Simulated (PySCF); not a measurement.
**Exercise with solution: refractive index and permittivity of the vapour**

C2H5S, SMILES C[CH]S, multiplicity 2.

Geometry optimised at r2SCAN-D4/def2-TZVP. The isomer is the one that the SMILES or the coordinates give; other isomers of the formula were not compared. The values are those of a single conformer.

M06-2X/def2-TZVPD run with PySCF gives a mean static polarisability of 48.9 bohr³ and a dipole moment of 1.23 D. Take an ideal gas at 298.15 K and 1 bar, whether or not the substance is that volatile.

Q: Work out n − 1 in the optical limit and the static ε − 1.

A: 
Polarisability volume α' = 48.9 × 0.148185 = 7.25 Å³. Number density N = p/kT = 2.43e-5 Å⁻³.
Dilute limit of Lorentz–Lorenz: n − 1 = 2π N α' = 0.0011.
Orientation term of Debye: μ²/(3kT) = 8.098 Å³ × μ²(D²) = 12.25 Å³.
ε − 1 = 4π N (α' + μ²/3kT) = 0.0060. Orientation of the dipole supplies 63 % of the static response; it can't follow optical fields. Vibrational polarisation and dispersion are left out.
